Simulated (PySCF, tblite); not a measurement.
Isomers of C5H10N2, one GFN2-xTB conformer each. Single-point energies are computed at PBE0/pcSseg-1 (PySCF, gas phase, no added dispersion term), electronic only.

```tsv
SMILES	GFN2-xTB relative energy (kcal/mol)
C=CCN(N)C=C	20.0
C/C(=N/N)C1CC1	0.0
```

Conformers: `[CH2:1]=[CH:2][CH2:3][N:4]([NH2:5])[CH:6]=[CH2:7]` with C1–C2–C3–N4 -123°, C2–C3–N4–N5 -80°, C3–N4–N5–H -138° and 103°, C3–N4–C6–C7 -160°; `[CH3:1]/[C:2](=[N:3]/[NH2:4])[CH:5]1[CH2:6][CH2:7]1` with C2–N3–N4–H 159° and 28°, C1–C2–C5–C6 61°.

**Question.** What does PBE0/pcSseg-1 give for the same structures?

**Answer.** 
| SMILES | PBE0/pcSseg-1 E (Eh) | PBE0/pcSseg-1 (kcal/mol) | GFN2-xTB (kcal/mol) | point group |
| --- | --- | --- | --- | --- |
| C/C(=N/N)C1CC1 | -305.58525 | 0.0 | 0.0 | C1 |
| C=CCN(N)C=C | -305.56393 | 13.4 | 20.0 | C1 |

Both levels put the same isomer lowest. As drawn, the lower has a three-membered ring and a C=N bond, which the higher lacks; the higher has a C=C bond outside aromatic rings, which the lower lacks.

**Question.** Which frontier levels, dipoles and rotational constants go with these structures?

**Answer.** 
```csv
SMILES,"HOMO (eV, PBE0/pcSseg-1)",LUMO (eV),dipole (D),"A, B, C (MHz)"
C/C(=N/N)C1CC1,-6.05,0.66,2.16,"4243, 1987, 1516"
C=CCN(N)C=C,-5.84,0.27,0.27,"4453, 1708, 1417"
```

**Question.** What happens when harmonic zero-point energies from GFN2-xTB frequencies are added?

**Answer.** 
```tsv
SMILES	ZPE (kcal/mol)	electronic (kcal/mol)	with ZPE (kcal/mol)
C/C(=N/N)C1CC1	91.1	0.0	0.0
C=CCN(N)C=C	89.6	13.4	11.9
```

The zero-point energies span 1.5 kcal/mol. The order is unchanged.
